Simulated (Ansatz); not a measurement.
`NCO[SiH2]F` → `NC(O)[SiH2]F`  (isomerisation)

Isolated molecules relaxed with PBE0-D4/def2-TZVP in Ansatz; ΔE leaves out vibrations. CCSD(T)/CBS adds triple-zeta CCSD(T) − MP2 to the extrapolated MP2 energy (def2 sets, frozen cores). Functionals use def2-TZVPP. One conformer a species, not always the lowest.

CCSD(T)/CBS gives +140.2 kJ/mol.

Question: Another level gave +139.8 kJ/mol. Which?
A. B2PLYP/def2-TZVPP
B. r2SCAN/def2-TZVPP
C. revPBE-D4/def2-TZVPP
D. BHLYP/def2-TZVPP

Answer: B. r2SCAN 139.8, B2PLYP 144.8, revPBE-D4 125.0, BHLYP 149.5 kJ/mol.

Question: What do rigid-rotor, harmonic-oscillator terms from PBE0-D4/def2-TZVP frequencies (298.15 K, 1 bar) make of the CCSD(T)/CBS value? (Estimate.)

Answer: Ansatz gave: ΔZPE = -4.4 kJ/mol, ΔH = +136.4 kJ/mol, ΔS = -3 J/(mol·K), ΔG = +137.3 kJ/mol.

Largest T1 diagnostic among the species: 0.012.

In def2-TZVPP, CCSD(T) changes the Hartree–Fock value by −17.9 kJ/mol (the triples alone add −2.1 kJ/mol) and MP2 by −14.5 kJ/mol. Leaving LDA and LC-ωPBE aside and taking each functional with its dispersion term where it has one, the values, not all of them listed here, spread over 23.4 kJ/mol, from revPBE-D4 to BHLYP-D4.

CCSD(T)/CBS has its own doubt, a few kJ/mol and more with outer-core shells, so smaller differences from it don't rank the levels.
